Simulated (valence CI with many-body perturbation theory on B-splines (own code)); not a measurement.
Au57+: E2, M1 decay

Computed by valence CI with perturbative core correlation (CI+MBPT): four valence electrons over a frozen Dirac-Fock core [Ar], radial functions for each j: 9 s, 9 p, 10 d, 8 f, 5 g, 3 h, 1 i, with the one-electron correlation potential Σ1 (screened to all orders), the two-electron term Σ2, the three-electron term Σ3, Breit, model QED; selected single and double excitations, second order for the rest (own B-spline code, finite nucleus).

The last digits are not significant, and no measured levels were compared; by estimate large intervals hold to a few tenths of a per cent, small ones and those within an open d or f shell to about a per cent. The list stops below the first excitations out of the core. Only levels of the ground parity were solved; by the run's estimate the other parity begins above the list, which can be wrong where configurations are misplaced.

Lines 1 to 38 of 38 in falling wavelength, among levels below 2122300 cm⁻¹, chosen from the decays that carry over 1 % of a level's rate. Wavelengths and rates use the calculated energies. Electric multipoles are in the length gauge, E1 and E2 with the static RPA response of the core. S is in atomic units (e²a₀⁴ for E2 and M2, e²a₀⁶ for E3), for M1 in squared Bohr magnetons. Weak lines are less certain than strong ones. Lines between different terms over intervals too small for the method are left out, as are lines whose strength nearly cancels. The highest levels of a list are the least certain.

Levels are named by their leading jj configuration (3d3/2^4 stands for four electrons in 3d with j = 3/2), which in mixed levels can hold well under half, so a name can repeat and another be missing. Letters in brackets count levels of one name in rising energy.

```tsv
λ vac (Å)	Upper	Lower	Type	A (s⁻¹)	S (a.u.)
4293	(3d3/2^2 3d5/2^2) J=6	(3d3/2^2 3d5/2^2) J=5	M1	8.55e+01	3.26e+00
3562	(3d3/2^3 3d5/2) J=3	(3d3/2^3 3d5/2) J=2	M1	2.30e+02	2.70e+00
1606	(3d3/2^3 3d5/2) J=3	(3d3/2^3 3d5/2) J=4	M1	1.81e+03	1.95e+00
736.2	(3d3/2^3 3d5/2) J=2	(3d3/2^3 3d5/2) J=1	M1	3.11e+04	2.30e+00
612.0	(3d3/2^2 3d5/2^2) J=2 [d]	(3d3/2^2 3d5/2^2) J=2 [c]	M1	3.41e+04	1.45e+00
362.8	(3d3/2^2 3d5/2^2) J=2 [d]	(3d3/2^2 3d5/2^2) J=2 [b]	M1	1.94e+04	1.72e-01
329.7	(3d3/2^2 3d5/2^2) J=4 [c]	(3d3/2^2 3d5/2^2) J=4 [a]	M1	4.09e+04	4.89e-01
311.9	(3d3/2^2 3d5/2^2) J=2 [d]	(3d3/2^2 3d5/2^2) J=1	M1	8.84e+03	4.97e-02
249.5	(3d3/2^2 3d5/2^2) J=2 [d]	(3d3/2^2 3d5/2^2) J=3 [a]	M1	3.68e+04	1.06e-01
212.3	(3d3/2^2 3d5/2^2) J=0 [b]	(3d3/2^2 3d5/2^2) J=1	M1	5.79e+05	2.05e-01
157.1	(3d3/2^2 3d5/2^2) J=2 [a]	(3d3/2^3 3d5/2) J=3	M1	2.22e+05	1.59e-01
151.6	(3d3/2^2 3d5/2^2) J=4 [a]	(3d3/2^3 3d5/2) J=3	M1	9.54e+05	1.11e+00
150.5	(3d3/2^2 3d5/2^2) J=2 [a]	(3d3/2^3 3d5/2) J=2	M1	2.58e+06	1.63e+00
147.4	(3d3/2^2 3d5/2^2) J=3 [a]	(3d3/2^3 3d5/2) J=3	M1	5.21e+06	4.33e+00
141.5	(3d3/2^2 3d5/2^2) J=3 [a]	(3d3/2^3 3d5/2) J=2	M1	3.68e+06	2.70e+00
138.5	(3d3/2^2 3d5/2^2) J=4 [a]	(3d3/2^3 3d5/2) J=4	M1	8.20e+06	7.27e+00
138.0	(3d3/2^3 3d5/2) J=1	(3d3/2^4) J=0	M1	9.02e+06	2.63e+00
130.1	(3d3/2^2 3d5/2^2) J=5	(3d3/2^3 3d5/2) J=4	M1	4.36e+06	3.91e+00
128.2	(3d3/2^2 3d5/2^2) J=3 [b]	(3d3/2^3 3d5/2) J=3	M1	1.25e+06	6.85e-01
127.4	(3d3/2^2 3d5/2^2) J=4 [b]	(3d3/2^3 3d5/2) J=3	M1	1.63e+06	1.12e+00
127.1	(3d3/2^2 3d5/2^2) J=1	(3d3/2^3 3d5/2) J=2	M1	8.40e+06	1.92e+00
126.2	(3d3/2^2 3d5/2^2) J=6	(3d3/2^3 3d5/2) J=4	E2	4.26e+02	1.59e-04
125.0	(3d3/2^2 3d5/2^2) J=0 [a]	(3d3/2^3 3d5/2) J=1	M1	2.07e+07	1.50e+00
124.9	(3d3/2^2 3d5/2^2) J=2 [a]	(3d3/2^3 3d5/2) J=1	M1	1.24e+07	4.49e+00
124.4	(3d3/2^2 3d5/2^2) J=2 [b]	(3d3/2^3 3d5/2) J=3	M1	5.27e+04	1.88e-02
123.7	(3d3/2^2 3d5/2^2) J=3 [b]	(3d3/2^3 3d5/2) J=2	M1	1.54e+05	7.58e-02
120.2	(3d3/2^2 3d5/2^2) J=2 [b]	(3d3/2^3 3d5/2) J=2	M1	2.18e+06	7.03e-01
118.7	(3d3/2^2 3d5/2^2) J=3 [b]	(3d3/2^3 3d5/2) J=4	M1	4.44e+06	1.93e+00
118.0	(3d3/2^2 3d5/2^2) J=4 [b]	(3d3/2^3 3d5/2) J=4	M1	2.39e+04	1.31e-02
116.2	(3d3/2^3 3d5/2) J=2	(3d3/2^4) J=0	E2	2.37e+03	2.24e-04
109.2	(3d3/2^2 3d5/2^2) J=2 [c]	(3d3/2^3 3d5/2) J=3	M1	7.63e+06	1.84e+00
105.9	(3d3/2^2 3d5/2^2) J=2 [c]	(3d3/2^3 3d5/2) J=2	M1	2.43e+06	5.34e-01
103.9	(3d3/2^2 3d5/2^2) J=4 [c]	(3d3/2^3 3d5/2) J=3	M1	2.70e+06	1.01e+00
103.3	(3d3/2^2 3d5/2^2) J=2 [b]	(3d3/2^3 3d5/2) J=1	M1	3.77e+05	7.71e-02
92.64	(3d3/2^2 3d5/2^2) J=2 [d]	(3d3/2^3 3d5/2) J=3	M1	8.43e+04	1.24e-02
90.29	(3d3/2^2 3d5/2^2) J=2 [d]	(3d3/2^3 3d5/2) J=2	M1	3.46e+05	4.73e-02
80.43	(3d3/2^2 3d5/2^2) J=2 [d]	(3d3/2^3 3d5/2) J=1	M1	8.14e+03	7.85e-04
71.74	(3d3/2^2 3d5/2^2) J=0 [b]	(3d3/2^3 3d5/2) J=1	M1	2.15e+06	2.94e-02
```
